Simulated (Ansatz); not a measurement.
`O[SiH](F)[SiH2]Cl` + `S[SiH2]Cl` → `O[SiH](F)S[SiH2]Cl` + `[SiH3]Cl`  (cleavage of the Si–Si bond)

Isolated molecules relaxed with PBE0-D4/def2-TZVP in Ansatz; ΔE leaves out vibrations. CCSD(T)/CBS adds triple-zeta CCSD(T) − MP2 to the extrapolated MP2 energy (def2 sets, frozen cores). This one scheme is used for every species. Functionals use def2-TZVPP. B3LYP here is the variant with VWN-RPA as its local correlation; programs differ in this. Each species was taken in one conformer, which may not be the lowest.

`O[SiH](F)[SiH2]Cl`:

```xyz
9

O    -1.827   -0.657    0.416
Si   -0.744   -0.323   -0.756
F    -0.230   -1.661   -1.466
Si    1.129    0.695    0.236
Cl    1.259   -0.196    2.106
H    -1.484   -0.942    1.267
H    -1.457    0.470   -1.780
H     2.411    0.460   -0.472
H     0.944    2.153    0.449
```

`S[SiH2]Cl`:

Z-matrix (Å, degrees):
```
Si
Cl 1 2.054
S 1 2.120 2 112.9
H 1 1.478 2 108.5 3 -116.6
H 1 1.479 2 106.5 3 122.3
H 3 1.344 1 94.3 2 70.4
```

`O[SiH](F)S[SiH2]Cl`:

Z-matrix (Å, degrees):
```
Si
F 1 1.594
S 1 2.130 2 107.7
O 1 1.622 2 111.5 3 119.2
H 1 1.468 2 108.0 3 -123.3
Si 3 2.129 1 100.2 2 -34.9
H 4 0.959 1 119.2 2 -72.3
Cl 6 2.052 3 111.5 1 -56.2
H 6 1.478 3 105.4 1 -174.0
H 6 1.476 3 111.9 1 64.2
```

`[SiH3]Cl`:

```xyz
5

Si   -0.047    0.076   -0.093
Cl    0.698   -1.136    1.388
H     0.814    1.276   -0.195
H    -1.430    0.462    0.267
H    -0.036   -0.678   -1.367
```

```json
{"species": "`O[SiH](F)[SiH2]Cl`", "B3LYP energy (Eh)": "-1216.99394"}
{"species": "`S[SiH2]Cl`", "B3LYP energy (Eh)": "-1149.85681"}
{"species": "`O[SiH](F)S[SiH2]Cl`", "B3LYP energy (Eh)": "-1615.28169"}
{"species": "`[SiH3]Cl`", "B3LYP energy (Eh)": "-751.59815"}
```

Q: Work out ΔE.

A: ΔE = (-1615.28169) + (-751.59815) − (-1216.99394) − (-1149.85681) = -0.02909 Eh = -0.79 eV. CCSD(T)/CBS gives -0.90 eV.

Largest T1 diagnostic among the species: 0.012.

From PBE to PBE0 (25 % exact exchange), in def2-TZVPP and without D4, ΔE moves by −0.07 eV. The D4 term adds −0.06 eV with B3LYP and −0.03 eV with PBE0; it sums over pairs of atoms, weighted by their polarisabilities, and B3LYP, whose exchange is more repulsive, gets the larger term.
